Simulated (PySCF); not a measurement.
Compound: C3H10P2Se.
Structure used (PBE0-D3(BJ)/def2-SVP), in Å, numbered top down from 1:
```
atom  x, y, z in Å
C1    -1.0005    1.5501   -0.1062
P2    -0.5367   -0.1430    0.3783
C3    -1.4989   -1.2223   -0.7298
Se4   -0.7905   -0.5531    2.4225
C5     1.1926   -0.3319   -0.1940
P6     2.3655    0.7134    0.8235
H7    -0.8990    1.7017   -1.1918
H8    -0.3532    2.2563    0.4327
H9    -2.0408    1.7224    0.2033
H10   -1.2192   -2.2661   -0.5311
H11   -2.5646   -1.0980   -0.4908
H12   -1.3203   -0.9765   -1.7878
H13    1.2549   -0.0084   -1.2472
H14    1.4383   -1.4033   -0.1421
H15    2.4296   -0.1534    1.9506
H16    3.5577    0.2031    0.2218
```

Linear response at B3LYP/def2-SVPD (PySCF, frozen core in the response, non-relativistic). The B3LYP/def2-SVPD calculation is non-relativistic and has no spin–orbit coupling, an omission that weighs most on selenium.

Static isotropic polarisability: 121.18 au (17.96 Å³), principal values 105.8, 125.9, 131.8 au.

Question: What is the polarisability at 1064 nm and at the sodium D line?

Answer: 122.74 au at 1064 nm (+1.3 %), 126.56 au at 589.3 nm (+4.4 %). The rise at 589.3 nm is 3.46 times that at 1064 nm; a pure ω² law gives 3.26. The lowest singlet lies at 261 nm, shorter than both wavelengths.

Question: What is the isotropic C6 coefficient between two such molecules, C6 = (3/π)∫α(iω)² dω?

Answer: 4990 au (Eh·bohr⁶) by a ten-point quadrature over imaginary frequencies, which is 2980 eV·Å⁶ or 288 J·nm⁶/mol.

Question: Which effective excitation energy ω̄ makes London's formula C6 = (3/4)α²ω̄ exact here?

Answer: ω̄ = 4·C6/(3α²) = 0.453 Eh = 12.3 eV. A one-pole form α(ω) = α/(1 − ω²/ω̄²) fitted to the 1064 nm value gives 10.4 eV. London's choice of the ionisation energy (7.93 eV, ΔSCF at the same level) gives C6 = 3210 au, 36 % too low.

Question: How many electrons N does the Slater–Kirkwood formula C6 = (3/4)·√N·α^(3/2) need to give this C6?

Answer: N = (4·C6/3)²/α³ = 24.9; the species has 92 electrons in all.

Question: What molar refraction at the D line follows from R = (4π/3)·N_A·α′, with α′ the polarisability volume?

Answer: α′ = 18.75 Å³ gives R = 47.31 cm³/mol, for isolated, non-vibrating species.

Question: What three-body coefficient follows from the one-pole estimate C9 = (3/4)·α·C6?

Answer: 454000 au. This is an estimate from the two numbers above, not a computed integral.

Question: What n − 1 at the D line would an ideal gas of it have at 273.15 K and 1 atm (2.6868 × 10¹⁹ cm⁻³), by n − 1 = 2π·N·α′?

Answer: 31.66 × 10⁻⁴, a formal value whether or not that pressure can be reached.

Question: How anisotropic is the static polarisability, by Δα² = ½[(α1 − α2)² + (α2 − α3)² + (α3 − α1)²]?

Answer: Δα = 23.6 au, or 0.19 of the isotropic value.

Question: The lowest 10 singlets have (eV, f): 4.76, 0.025; 4.79, 0.047; 4.95, 0.009; 4.97, 0.007; 5.24, 0.001; 5.38, 0.019; 5.59, 0.007; 5.66, 0.007; 5.68, 0.007; 5.79, 0.041. What share of the static polarisability do they carry in the sum over states α = Σ f/ω²?

Answer: 4.75 au, 3.9 % of α; the largest term, 1.52 au, is that of the state at 4.79 eV. Their oscillator strengths add up to 0.17. Higher states carry the rest.

Time: 4.0 min wall (with the writing of density and orbital grids); peak memory 0.92 GiB. Hardware: one thread of an Arm Neoverse V1, shared host. This is the whole response run at B3LYP/def2-SVPD, SCF included.

One conformer stands for the species.
